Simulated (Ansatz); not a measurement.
Calculated with Ansatz (gas phase, PBE0-D4/def2-TZVP geometries, no zero-point term in ΔE). CBS: MP2 limit from def2 TZ/QZ plus the TZ coupled-cluster correction, frozen cores. This one scheme is used for every species. Functionals use def2-TZVPP. For Br outer-core shells are correlated without core-valence functions, which leaves a few kJ/mol of doubt a bond. Scalar relativity is left out up to krypton.

Reaction (hydrogenolysis of a C–Br bond): `[SiH3]C1(Br)O[SiH2]1` + H₂ → `[SiH3]C1O[SiH2]1` + HBr

`[SiH3]C1(Br)O[SiH2]1`:

```xyz
10

Si   -0.414    0.799   -1.328
C     0.326   -0.411   -0.101
Br    1.908   -1.276   -0.860
O    -0.591   -1.349    0.503
Si    0.152   -0.450    1.704
H    -1.576    1.455   -0.672
H     0.614    1.812   -1.668
H    -0.856    0.077   -2.546
H    -0.723    0.485    2.440
H     1.160   -1.142    2.528
```

H₂:

Z-matrix (Å, degrees):
```
H
H 1 0.746
```

`[SiH3]C1O[SiH2]1`:

Cartesian coordinates in Å:
```
Si 1.050 -0.031 -1.148
C -0.325 0.602 -0.058
O 0.075 0.812 1.368
Si -1.076 -0.378 1.265
H 0.484 -0.356 -2.486
H 2.128 0.980 -1.312
H 1.628 -1.259 -0.543
H -0.904 1.445 -0.438
H -0.646 -1.763 1.551
H -2.415 -0.053 1.801
```

HBr:

Z-matrix (Å, degrees):
```
Br
H 1 1.420
```

| level | ΔE (kJ/mol) |
| --- | --- |
| r2SCAN0-D4 | -67.0 |
| BLYP | -66.8 |
| CCSD/def2-TZVPP | -73.9 |
| CCSD/CBS(def2) | -70.6 |

**Question.** What does CCSD(T)/CBS give? (Estimate.)

**Answer.** The calculation gave: -62.3 kJ/mol. The listed levels differ from it by -4.7, -4.5, -11.6, -8.3 kJ/mol.

**Question.** What do rigid-rotor, harmonic-oscillator terms from PBE0-D4/def2-TZVP frequencies (298.15 K, 1 bar) make of the CCSD(T)/CBS value? (Best estimate.)

**Answer.** Ansatz gave: ΔZPE = +15.2 kJ/mol, ΔH = -50.6 kJ/mol, ΔS = 26 J/(mol·K), ΔG = -58.4 kJ/mol.

Largest T1 diagnostic among the species: 0.014.

The D4 term adds +12.9 kJ/mol with B3LYP and +6.8 kJ/mol with PBE0; it sums over pairs of atoms, weighted by their polarisabilities, and B3LYP, whose exchange is more repulsive, gets the larger term. In def2-TZVPP, CCSD(T) changes the Hartree–Fock value by +30.1 kJ/mol (the triples alone add +8.3 kJ/mol) and MP2 by +39.2 kJ/mol. From PBE to PBE0 (25 % exact exchange), in def2-TZVPP and without D4, ΔE moves by −9.8 kJ/mol.

CCSD(T)/CBS has its own doubt, a few kJ/mol and more with outer-core shells, so smaller differences from it don't rank the levels.

B3LYP here is the variant with VWN-RPA as its local correlation; programs differ in this.
